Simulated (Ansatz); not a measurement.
A nudged elastic band was laid between two geometries of H2O2SSi (6 atoms, charge 0, multiplicity 1).

Computed with Ansatz, RKS r2SCANh/cc-pVDZ.

| Property | Result |
| --- | --- |
| movable images | 5 |
| climbing image | yes |
| spring | 5.0 eV/Å² |
| optimiser | quadratic models (default) |
| start path | through a guess of the saddle point |
| force threshold | 0.05 eV/Å |
| iteration limit | 60 |
| end points | relaxed |

First end point:

```xyz
6
Properties=species:S:1:pos:R:3
O -1.650 1.338 -0.693
Si -0.155 0.975 -0.628
O 0.540 -0.317 0.153
S -0.420 -1.452 1.023
H 1.024 1.649 -1.218
H 0.661 -2.194 1.363
```

Last end point:

```xyz
6
Properties=species:S:1:pos:R:3
O -1.535 0.725 -0.311
Si -0.008 0.787 -0.522
O 1.067 -0.318 0.094
S 0.480 -1.638 1.037
H 0.837 1.753 -1.258
H -0.841 -1.309 0.960
```

Problem. Which bonds break or form, and what moves?

Solution. No bond is made or broken. The dihedral Si2–O3–S4–H6 goes from 179 to 0°.

Problem. Give the energies along the band, and the barrier.

Solution. The run converged. The highest image is number 2 of 0 to 6, 1.7 kJ/mol above the first end and 7.7 kJ/mol above the last; the last end lies 6.0 kJ/mol below the first. A vibrational analysis at the climbing image gives one clearly imaginary mode, 57i cm⁻¹: a first-order saddle point.

```
image  path coordinate (Å)  energy (kJ/mol)  dihedral Si2–O3–S4–H6 (°)
    0                 0.00              0.0                        179
    1                 0.52              0.8                       -146
    2                 1.05              1.7                       -114
    3                 1.54              1.6                        -89
    4                 2.03              0.4                        -61
    5                 2.52             -2.8                        -30
    6                 3.01             -6.0                          0
```

Problem. What is the geometry of the highest image?

Solution. 
```xyz
6
Properties=species:S:1:pos:R:3
O -1.608 1.357 -0.432
Si -0.137 0.934 -0.591
O 0.614 -0.488 -0.142
S -0.252 -1.782 0.588
H 0.993 1.672 -1.204
H 0.390 -1.693 1.781
```

The band took 8 iterations and roughly 4 core-minutes.

The run took 3.6 min on 1 thread of AMD EPYC 7R43 64-Core Processor (Zen 3), on a shared host, peak memory 0.2 GiB.
